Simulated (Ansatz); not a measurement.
System: sum formula MoOF₂, charge 0, multiplicity 3. The spin state was set by rule; other spins were not relaxed. 
Geometry from a B3LYP-D3(BJ)/def2-TZVP (Ansatz, a first-principles code) optimisation:
SMILES: [O]=[Mo]([F])[F]
```xyz
4

Mo     0.0627    -0.0208    -0.0149
O      1.6036    -0.5319    -0.3809
F     -0.7477    -0.4073     1.6394
F     -0.9704     0.9771    -1.2312
```
Charge 0, spin multiplicity 3.

Parts of the frozen-core correlation energy in def2-TZVPP (Ansatz, hartree). Frozen orbitals: 7; correlated occupied orbitals by spin: 14 and 12; virtual: 128 and 130. Open shells are spin-unrestricted. No spin-orbit coupling. In def2 rows, elements after Kr have scalar-relativistic effective core potentials.

```tsv
term	value
reference (HF)	-341.51883
MP2 opposite-spin	-0.65312
MP2 same-spin	-0.27641
CCSD correlation	-0.91923
(T)	-0.04367
T1 diagnostic	0.042
largest doubles amplitude	0.058
<S^2> of the reference	2.273
```
